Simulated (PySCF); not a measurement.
A calculated (UHF, PySCF 2.14, Sapporo-DZP-2012, scalar relativity by spin-free X2C-1e) atom or ion has these occupied shells.

| shell | electrons | orbital energy (eV) | rms radius, mean of both spins (bohr) |
| --- | --- | --- | --- |
| 1s α | 1 | -368.21 | 0.310 |
| 1s β | 1 | -365.89 | 0.310 |
| 2s α | 1 | -64.320 | 1.39 |

Q: Name the element and its charge.

A: C³⁺ (carbon, charge +3), in [He] 2s1, 2S determinant.
